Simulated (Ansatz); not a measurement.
AlF3 (SMILES F[Al](F)F): the energy, rung by rung

The species is AlF3 (4 atoms), meant as a singlet with charge 0. As SMILES, `F[Al](F)F`. Geometry: optimised at wB97X-V/def2-SVP.

| atom | x (Å) | y (Å) | z (Å) |
| --- | --- | --- | --- |
| F | 0.8684 | -0.7301 | 1.1923 |
| Al | -0.0002 | 0.0002 | 0.0003 |
| F | -1.4556 | -0.6189 | -0.4549 |
| F | 0.5874 | 1.3489 | -0.7377 |

Each level gives the adiabatic electron affinity (to the doublet anion, shapes relaxed at wB97X-V/def2-SVP, no zero-point term) (eV). The values are calculated.

The electron affinity is E(neutral) − E(anion): positive where the electron is bound.

| level | kind | program | value (eV) |
| --- | --- | --- | --- |
| HF/def2-TZVPP | Hartree–Fock | Ansatz | 0.48 |
| SVWN5/def2-TZVPP | LDA | Ansatz | 0.89 |
| BLYP/def2-TZVPP | GGA | Ansatz | 0.75 |
| PBE/def2-TZVPP | GGA | Ansatz | 0.88 |
| r2SCAN/def2-TZVPP | meta-GGA | Ansatz | 0.89 |
| PBE0-D4/def2-TZVPP | global hybrid | Ansatz | 0.88 |
| CAM-B3LYP/def2-TZVPP | range-separated hybrid | Ansatz | 0.90 |
| RPA@PBE/def2-TZVPP | RPA | Ansatz | 0.98 |

The values span 0.48 to 0.98 eV.
